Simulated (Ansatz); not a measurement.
System: C7H13, net charge 0, doublet state. It need not be the lowest isomer of its formula. SMILES: C=C[CH]CCCC
Structure (B3LYP-D3(BJ)/def2-TZVP (Ansatz, a first-principles code) minimum search):
```xyz
20

C      3.5671     0.1716    -0.2503
C      2.3182    -0.6744    -0.0207
C      1.0464     0.1611     0.0998
C     -0.2133    -0.6892     0.3266
C     -1.4501     0.1249     0.4885
C     -2.5388     0.0776    -0.3609
C     -3.6841     0.8359    -0.2362
H      3.4815     0.7571    -1.1689
H      3.7239     0.8722     0.5734
H      4.4610    -0.4494    -0.3336
H      2.2027    -1.3885    -0.8426
H      2.4420    -1.2737     0.8873
H      0.9129     0.7620    -0.8051
H      1.1542     0.8723     0.9257
H     -0.0530    -1.3012     1.2242
H     -0.3355    -1.3873    -0.5067
H     -1.4799     0.8174     1.3261
H     -2.4840    -0.6182    -1.1955
H     -3.7993     1.5458     0.5734
H     -4.4992     0.7456    -0.9397
```
Charge 0, spin multiplicity 2.

Quantity: atomisation energy (electronic, to ground-state atoms), in eV. Cores are frozen in the correlated levels unless marked. Open shells are spin-unrestricted. Spin-orbit coupling is left out. No relativistic terms. The coupled-cluster limit lacks core correlation, which all-electron functionals hold. CBS(X,Y): correlation extrapolated as X^-3; Hartree-Fock from the larger set. The bracket is a focal-point correction in the basis named.

The UHF reference is spin-contaminated (<S^2> 0.20 over the pure value in the largest basis). 

| level | program | atomisation energy (eV) |
|---|---|---|
| r2SCAN-D3(BJ)/def2-TZVPD | Ansatz + dftd3 | 84.80 |
| r2SCAN-D4/def2-TZVPD | Ansatz + dftd4 | 84.78 |
| PBE0/STO-3G | Ansatz | 101.27 |
| PBE0/def2-TZVP | Ansatz | 84.88 |
| PBE0/def2-TZVPD | Ansatz | 84.89 |
| HSE06/def2-TZVPD | Ansatz | … |
| LC-wPBE-D4/def2-TZVPD | Ansatz + dftd4 | 84.83 |
| SCS-MP2/6-31G | Ansatz | 73.86 |
| RI-MP2/CBS(cc-pVTZ,cc-pVQZ)+[CCSD(T)-MP2]/cc-pVTZ | Ansatz | 84.30 |

Task: Fill in the missing entries.

Result: 
- HSE06/def2-TZVPD, atomisation energy (eV): 84.97
